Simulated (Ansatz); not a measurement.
Born–Oppenheimer molecular dynamics of C3H9BSi (14 atoms, charge 0, multiplicity 1). It starts from a relaxed structure.

Theory: UKS CAM-B3LYP-D4/STO-3G in Ansatz 0.2.0.

```yaml
ensemble: NVT, Langevin thermostat
time_step: 2 fs
steps_asked: 40
set_temperature: 1500 K
friction: 0.05 /fs
seed: 335186
```

First frame:

```xyz
14
Properties=species:S:1:pos:R:3
B -0.916 1.028 0.395
C 0.351 0.574 1.222
C 1.263 -0.380 0.378
Si 0.120 -1.128 -0.913
C -1.122 0.272 -0.968
H -1.658 1.843 0.801
H -0.051 0.018 2.089
H 0.913 1.413 1.655
H 1.767 -1.115 1.016
H 2.047 0.209 -0.111
H 0.769 -1.390 -2.171
H -0.481 -2.349 -0.443
H -0.851 0.979 -1.766
H -2.164 -0.005 -1.157
```

(1) How far do the bonds stretch over the last three quarters of this one trajectory? (Pairs bonded in most of those frames.)

Results:

(1) 
```
   bond  mean (Å)  spread (Å)  shortest  longest
  B1–C2     1.607       0.065      1.46     1.68
  B1–C5     1.580       0.080      1.48     1.74
  B1–H6     1.188       0.080      1.05     1.29
  C2–C3     1.568       0.049      1.46     1.65
  C2–H7     1.115       0.030      1.05     1.17
  C2–H8     1.105       0.043      1.00     1.21
 C3–Si4     1.918       0.042      1.85     1.99
  C3–H9     1.107       0.055      1.01     1.25
 C3–H10     1.113       0.047      1.02     1.20
 Si4–C5     1.904       0.067      1.77     2.03
Si4–H11     1.452       0.058      1.34     1.54
Si4–H12     1.454       0.040      1.36     1.52
 C5–H13     1.124       0.078      0.99     1.26
 C5–H14     1.108       0.050      1.01     1.19
```

Mean temperature of the second half: 1224 K. The mean temperature of the second half is 18 % below the set value. A step of 2 fs is long for free X–H stretches (periods near 10 fs) and can bias their spread and the temperature. A run of 0.08 ps of so small a system gives no equilibrium averages. Limits of this set-up: minimal basis.

Time of the run: 2.5 min on 1 thread of Intel(R) Xeon(R) Platinum 8375C CPU @ 2.90GHz (Ice Lake), on a shared host, peak memory 0.18 GiB.
